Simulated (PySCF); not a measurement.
## SrC⁺: one state, many levels of theory

State: ⁴Σ⁻ (quartet), unpaired electrons σ ↑, π ↑↑. Set-up: basis Sr def2-SVPD with ECP28, C def2-SVPD; scalar-relativistic core potentials; PySCF 2.14. De refers to Sr⁺ + C in their high-spin ground configurations, without counterpoise correction. The functionals are run spin-unrestricted. A positive dipole points towards C; it is taken about the centre of mass and depends on that origin.

```json
{"Level": "UHF", "Re (Å)": "2.397", "ωe (cm⁻¹)": "514", "De (eV)": "1.57", "μ (D)": "-7.97"}
{"Level": "UHF-MP2", "Re (Å)": "2.359", "ωe (cm⁻¹)": "519", "De (eV)": "2.23", "μ (D)": "n/a"}
{"Level": "UHF-SCS-MP2", "Re (Å)": "2.362", "ωe (cm⁻¹)": "518", "De (eV)": "1.98", "μ (D)": "n/a"}
{"Level": "UHF-CCSD", "Re (Å)": "2.366", "ωe (cm⁻¹)": "513", "De (eV)": "2.10", "μ (D)": "n/a"}
{"Level": "UHF-CCSD(T)", "Re (Å)": "2.368", "ωe (cm⁻¹)": "509", "De (eV)": "2.15", "μ (D)": "n/a"}
{"Level": "PBE", "Re (Å)": "2.353", "ωe (cm⁻¹)": "487", "De (eV)": "2.66", "μ (D)": "-5.70"}
{"Level": "PW91", "Re (Å)": "2.351", "ωe (cm⁻¹)": "488", "De (eV)": "2.69", "μ (D)": "-5.70"}
{"Level": "r²SCAN", "Re (Å)": "2.357", "ωe (cm⁻¹)": "502", "De (eV)": "2.70", "μ (D)": "-6.27"}
{"Level": "TPSSh", "Re (Å)": "2.357", "ωe (cm⁻¹)": "504", "De (eV)": "2.64", "μ (D)": "-6.25"}
{"Level": "PBE0", "Re (Å)": "2.343", "ωe (cm⁻¹)": "509", "De (eV)": "2.50", "μ (D)": "-6.33"}
{"Level": "MN15", "Re (Å)": "2.345", "ωe (cm⁻¹)": "509", "De (eV)": "2.43", "μ (D)": "-6.48"}
{"Level": "CAM-B3LYP", "Re (Å)": "2.346", "ωe (cm⁻¹)": "512", "De (eV)": "2.18", "μ (D)": "-6.67"}
```

(1) Which functional lies closest to UHF-CCSD(T) in De, which farthest, and by how much do they differ from it?

(2) What does a quarter of exact exchange do here, going from PBE to PBE0?

(3) What does the step from GGA to meta-GGA do here, going from PBE to r²SCAN?

Correlated steps freeze 1 core orbital. Correlated levels converge slowly with the basis: in double zeta they bind strong bonds too weakly, by up to about 1 eV, and carry superposition errors of some tenths. Spin–orbit coupling is left out. For an ion De counts to the pair picked by the measured ionisation energies or electron affinities, which need not be the lowest pair at this level. The state was picked by a PBE0 search and need not be the measured ground state.

Answers

(1) Closest is CAM-B3LYP (-2.2 pm in Re, +0.6 % in ωe, +0.03 eV in De against UHF-CCSD(T) in the same basis), farthest r²SCAN (-1.1 pm in Re, -1.4 % in ωe, +0.55 eV in De). CCSD(T) converges more slowly with the basis than the functionals do and binds too weakly in this one, so the order can change at the basis-set limit.

(2) PBE0 less PBE: -1.0 pm in Re, +4.5 % in ωe, -0.16 eV in De. Exact exchange removes part of the self-interaction that spreads semilocal densities, and in most molecules shortens and stiffens the bond and lowers De; so it does here.

(3) r²SCAN less PBE: +0.4 pm in Re, +3.1 % in ωe, +0.04 eV in De.
